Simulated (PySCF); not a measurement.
# VCl4: breathing scan

All numbers come from PySCF, UB3LYP, basis V def2-SVP, Cl def2-SVP (no relativity, density fitting).

Rigid scan from the doublet minimum (V–Cl 2.141 Å (×4); Cl–V–Cl 106.9° (×2), Cl–V–Cl 110.8° (×4)). Coordinate: all bonds to the central atom scaled together. Energies in kJ/mol from the minimum.

(1) Predict the curve at 0.88, 0.92, 0.96, 1.00, 1.04, 1.08, 1.14, 1.22, 1.35.

Answers

(1) 
| scale of all bonds to the centre | E (kJ/mol) | ⟨S²⟩ |
| --- | --- | --- |
| 0.88 | 355.0 | 0.75 |
| 0.92 | 136.9 | 0.76 |
| 0.96 | 29.9 | 0.76 |
| 1.00 | 0.0 | 0.76 |
| 1.04 | 22.8 | 0.77 |
| 1.08 | 80.5 | 0.80 |
| 1.14 | 205.4 | 0.92 |
| 1.22 | 393.0 | 1.49 |
| 1.35 | 670.9 | 2.07 |

Spin contamination is strong at 1.22, 1.35, so these points are less reliable.

With open d or f shells other occupations or spin states may lie lower.

Other isomers or separated fragments may lie lower.
